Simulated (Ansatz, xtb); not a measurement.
Molecule: CHCl2, charge 1, multiplicity 1. 
Geometry from a B3LYP-D3(BJ)/def2-TZVP (Ansatz, a program for electronic structure) optimisation:
```
C
H 1 1.0893
Cl 1 1.6261 2 117.96
Cl 1 1.6261 2 117.96 3 -180.00
```
Charge +1, spin multiplicity 1.

Harmonic wavenumbers from GFN2-xTB (xtb, at its own minimum), cm⁻¹: 329, 779, 789, 912, 1168, 2857.

Q: Give the harmonic wavenumbers at B3LYP-D3(BJ)/def2-TZVP (Ansatz, finite differences of forces, unscaled).

A: 357, 847, 903, 1057, 1322, 3145 cm⁻¹. Zero-point energy 10.9 kcal/mol.

Q: From these and the geometry, give the ideal-gas thermochemistry at 298.15 K and 1 atm (rigid rotor, harmonic oscillator).

A: Point group C2v, rotational symmetry number 2. Rotational constants 56.21, 3.455, 3.255 GHz. S(trans) 39.20, S(rot) 22.37, S(vib) 1.55, S(elec, spin only) 0.00, S 63.1 cal/(mol K). H(298) - H(0) 2.69 kcal/mol; G - E(el) -5.2 kcal/mol.
